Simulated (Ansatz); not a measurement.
Program: Ansatz. Geometries: PBE0-D4/def2-TZVP. ΔE: electronic, gas phase. CCSD(T)/CBS is the MP2 limit (def2-TZVPP, def2-QZVPP) plus CCSD(T) − MP2 in def2-TZVPP, frozen cores. This one scheme is used for every species. DFT in def2-TZVPP. B3LYP here is the variant with VWN-RPA as its local correlation; programs differ in this. Each species was taken in one conformer, which may not be the lowest.

Consider the ligand exchange at the Al–C bond: `O[C]1([AlH2])CC1` + dimethylamine → `C[N](C)[AlH2]` + `OC1CC1`.

`O[C]1([AlH2])CC1`:

Z-matrix (Å, degrees):
```
C
Al 1 1.946
C 1 1.511 2 118.3
O 1 1.417 2 118.7 3 -139.9
C 1 1.522 2 120.7 3 68.5
H 2 1.590 1 118.0 3 -29.3
H 2 1.588 1 120.4 3 152.2
H 3 1.084 1 119.3 2 1.3
H 3 1.083 1 114.4 2 -140.6
H 4 0.960 1 108.2 2 -67.9
H 5 1.084 1 114.9 2 145.2
H 5 1.084 1 119.5 2 2.4
```

`CNC`:

```xyz
10

C    -0.879   -0.259   -0.788
N    -0.093    0.702   -0.050
C     0.792    0.083    0.909
H    -1.487    0.252   -1.537
H    -1.561   -0.774   -0.104
H    -0.279   -1.033   -1.298
H     0.441    1.273   -0.691
H     0.199   -0.413    1.684
H     1.403    0.844    1.399
H     1.465   -0.676    0.474
```

`C[N](C)[AlH2]`:

Z-matrix (Å, degrees):
```
C
N 1 1.443
H 1 1.093 2 110.8
H 1 1.099 2 111.6 3 120.1
H 1 1.099 2 111.5 3 -120.1
C 2 1.443 1 112.3 3 180.0
Al 2 1.772 1 123.8 3 -0.0
H 6 1.099 2 111.6 1 -59.9
H 6 1.093 2 110.8 1 -180.0
H 6 1.099 2 111.5 1 59.9
H 7 1.584 2 117.4 1 180.0
H 7 1.584 2 117.4 1 0.0
```

`OC1CC1`:

```xyz
10

O     0.603   -1.597    0.201
C     0.456   -0.229    0.414
C     0.008    0.646   -0.714
C    -0.935    0.287    0.404
H     1.407   -1.737   -0.306
H     1.146    0.199    1.139
H     0.390    1.657   -0.772
H    -0.159    0.160   -1.668
H    -1.211    1.050    1.121
H    -1.707   -0.437    0.181
```

| level | ΔE (kJ/mol) | difference from CCSD(T)/CBS |
| --- | --- | --- |
| PBE-D4 | -103.3 | 3.9 |
| PBE0-D4 | -105.0 | 2.2 |
| ωB97X-V | -106.7 | 0.5 |
| B2PLYP | -110.9 | -3.7 |
| r2SCAN | -108.9 | -1.7 |
| B3LYP | -109.1 | -1.9 |
| MP2/def2-TZVPP | -111.7 | -4.5 |
| HF/def2-QZVPP | -112.6 | -5.4 |
| MP2/def2-QZVPP | -110.0 | -2.8 |
| SCS-MP2/def2-QZVPP | -110.2 | -3.0 |
| CCSD(T)/CBS | -107.2 | 0 |

Largest T1 diagnostic among the species: 0.012.
